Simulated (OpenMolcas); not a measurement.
**OpenMolcas run: Rb**

Input:

```
&GATEWAY
Coord
1

Rb 0.0 0.0 0.0
Basis=ANO-RCC-VTZP
Group=XYZ
NoMove
AngMom=0.0 0.0 0.0
AMFI
&SEWARD
&RASSCF
FileOrb=start.orb
Symmetry=1
Spin=2
nActEl=1 0 0
Inactive=9 9
Ras2=6 3
CIRoot=1 1 1
SDav=6
CIMx=300
Iter=120 100
PrWF=0.3
OrbListing=Nothing
MaxOrb=0
Atom
>>> COPY $Project.JobIph JOB001
&RASSCF
FileOrb=start.orb
Symmetry=2
Spin=2
nActEl=1 0 0
Inactive=9 9
Ras2=6 3
CIRoot=3 3 1
SDav=3
CIMx=300
Iter=120 100
PrWF=0.3
OrbListing=Nothing
MaxOrb=0
Atom
>>> COPY $Project.JobIph JOB002
&RASSI
NrOfJobIphs=2 1 3
1
1 2 3
IphNames
JOB001
JOB002
EJob
SpinOrbit
DIPRint=1.0
SOCoupling=1000.0
Subsets=2
MEES
Property=10
'ANGMOM' 1 'ANGMOM' 2 'ANGMOM' 3 'MLTPL  1' 1 'MLTPL  1' 2 'MLTPL  1' 3
'AMFI' 1 'AMFI' 2 'AMFI' 3 'MLTPL  2' 6
SOProperty=3
'ANGMOM' 1 'ANGMOM' 2 'ANGMOM' 3
```

Launched by
```bash
OMP_NUM_THREADS=1 MOLCAS_MEM=2252 MOLCAS_PROJECT=a pymolcas a.inp > a.log  # once for each step of the input, in one work folder
```

A driver script runs the steps one by one and writes start.orb anew before each from the orbitals found so far.

Output, cut to the results:

```
--- SEWARD ---
Basis set label: RB.ANO-RCC...7S6P3D1F.

      Electronic valence basis set:
      ------------------
      Associated Effective Charge  37.000000 au
      Associated Actual Charge     37.000000 au
      Nuclear Model: Point charge

      Shell  nPrim  nBasis  Cartesian Spherical Contaminant
         s      23       7        X
         p      19       6        X
         d      11       3                 X
         f       4       1                 X
                  Relativistic Douglas-Kroll-Hess integrals:
                    - DKH order of Hamiltonian: 2
                    - DKH order of Properties : 0
                  Atomic mean-field integrals
--- RASSCF ---
Wave function specifications:
      -----------------------------

      Number of closed shell electrons          36
      Number of electrons in active shells       1
      Max number of holes in RAS1 space          0
      Max nr of electrons in RAS3 space          0
      Number of inactive orbitals               18
      Number of active orbitals                  9
      Number of secondary orbitals              20
      Spin quantum number                      0.5
      State symmetry                             1
Orbital specifications:
      -----------------------

      Symmetry species                           1   2
                                                ag  au
      Frozen orbitals                            0   0
      Inactive orbitals                          9   9
      Active orbitals                            6   3
      RAS1 orbitals                              0   0
      RAS2 orbitals                              6   3
      RAS3 orbitals                              0   0
      Secondary orbitals                         7  13
      Deleted orbitals                           0   0
      Number of basis functions                 22  25
      Number of CSFs                             6
      Number of root(s) required                 1
      Iter CI   SX   CI       RASSCF       Energy    max ROT     max BLB   max BLB  Level Ln srch  Step   QN
          iter iter root      energy       change     param      element    value   shift minimum  type update
 Nr of preliminary CI iterations:   1
 ###############################################################################
 ###############################################################################
 ###                                                                         ###
 ###                                                                         ###
 ###    WARNING: Problems in orbital optimization.                           ###
 ###                                                                         ###
 ###                                                                         ###
 ###############################################################################
 ###############################################################################
  Warning: In symmetry  1, orbital p=  10 has diagonal density matrix element D(p,p) close to zero. D(p,p)=  4.585147E-25
  Warning: In symmetry  1, orbital p=  11 has diagonal density matrix element D(p,p) close to zero. D(p,p)=  2.080755E-24
        ...
  Warning: In symmetry  2, orbital p=  10 has diagonal density matrix element D(p,p) close to zero. D(p,p)=  0.000000E+00
  Warning: In symmetry  2, orbital p=  11 has diagonal density matrix element D(p,p) close to zero. D(p,p)=  0.000000E+00
  Warning: In symmetry  2, orbital p=  12 has diagonal density matrix element D(p,p) close to zero. D(p,p)=  0.000000E+00
       12   1    4    1  -978.88123201   -7.86E-10   1.42E-06    9  16 1  5.73E-06   0.50   1.14    QN   YES
      Convergence after 12 iterations
       13   1    4    1  -978.88123201   -3.00E-11   1.42E-06    9  16 1  1.76E-06   0.50   1.14    QN   YES
      Natural orbitals and occupation numbers for root  1
      sym 1:  -0.000000  -0.000000  -0.000000   0.000000  -0.000000   1.000000
      sym 2:   0.000000   0.000000   0.000000
::    RASSCF root number  1 Total energy:  -2978.88123201
--- RASSCF ---
Wave function specifications:
      -----------------------------

      Number of closed shell electrons          36
      Number of electrons in active shells       1
      Max number of holes in RAS1 space          0
      Max nr of electrons in RAS3 space          0
      Number of inactive orbitals               18
      Number of active orbitals                  9
...
--- RASSI ---
SPIN-FREE ENERGIES:
  (Shifted by EMIN (a.u.) =      -2978.8812320145)

 SF State       Relative EMIN(au)   Rel lowest level(eV)    D:o, cm**(-1)      L_eff

     1             0.0000000000        0.0000000000              0.0000         0.0
     2             0.0493383889        1.3425659576          10828.5247         1.0
     3             0.0493383889        1.3425659576          10828.5247         1.0
     4             0.0493383889        1.3425659576          10828.5247         1.0
     Dipole printing threshold changed to   1.00000000E+00

++ Dipole transition strengths (spin-free states):
   -----------------------------------------------
     for osc. strength at least  1.00000000E+00

  ( Max oscillator strength is only   0.37651254284491548      )
--
Eigenvalues of complex Hamiltonian:
   -----------------------------------
  (Shifted by EMIN (a.u.) =      -2978.8812320145)

 SO State       Relative EMIN(au)   Rel lowest level(eV)    D:o, cm**(-1)     J-value

     1             0.0000000000        0.0000000000              0.0000         0.4
     2             0.0000000000        0.0000000000              0.0000         0.4
     3             0.0489203871        1.3311915497          10736.7839         0.4
     4             0.0489203871        1.3311915497          10736.7839         0.4
     5             0.0495473898        1.3482531616          10874.3951         1.4
     6             0.0495473898        1.3482531616          10874.3951         1.4
     7             0.0495473898        1.3482531616          10874.3951         0.8
     8             0.0495473898        1.3482531616          10874.3951         0.8
Weights of the five most important spin-orbit-free states for each spin-orbit state.

 SO State  Total energy (au)           Spin-free states, spin, and weights
 -------------------------------------------------------------------------------------------------------
...
```

The J values that RASSI prints are effective ones from its own formula and need not be integers or half-integers; the table below assigns J from the states.

Levels above the lowest, from the spin-orbit matrix, grouped by J:

```json
{"Configuration": "5s", "Term": "2S", "J": "1/2", "E (cm-1)": "0.0", "Measured (cm-1)": "0.0", "g": "2.002", "Term weight %": "100"}
{"Configuration": "5p", "Term": "2P*", "J": "1/2", "E (cm-1)": "10737", "Measured (cm-1)": "12579", "g": "0.666", "Term weight %": "100"}
{"Configuration": "5p", "Term": "2P*", "J": "3/2", "E (cm-1)": "10874", "Measured (cm-1)": "12817", "g": "1.334", "Term weight %": "100"}
```

Against the 2 measured excited levels shown (NIST Handbook of Basic Atomic Spectroscopic Data) the mean absolute deviation is 1900 cm-1; the largest miss in energy is 5p 2P* 3/2: computed 10874, measured 12817 cm-1 (-15.2 %).

ANO sets are built for ground and valence states and can reach diffuse excited orbitals poorly. With one active electron the reference holds no correlation, so core polarisation is missing. No level of 4d was computed, though it lies in the active space. Measured partners are found by configuration, term and J. A level has none where our copy of the source lacks it or the pairing is in doubt (some pairs that miss far off the trend of their configuration count as doubtful), and it then counts in no deviation. Levels of configurations outside the active space are missing. The first state left out of the spin-orbit step lies near 63000 cm-1 above the lowest spin-free state of the reference (among the parities and spins computed), and the list stops at four fifths of that energy or lower.

The RASSCF and RASSI steps took 6.5 s on 1 thread of Arm Neoverse V2 (shared host); the integral step is not counted.

The term weight is that of the spin-free term in the level, not the purity of its configuration. * marks odd parity.
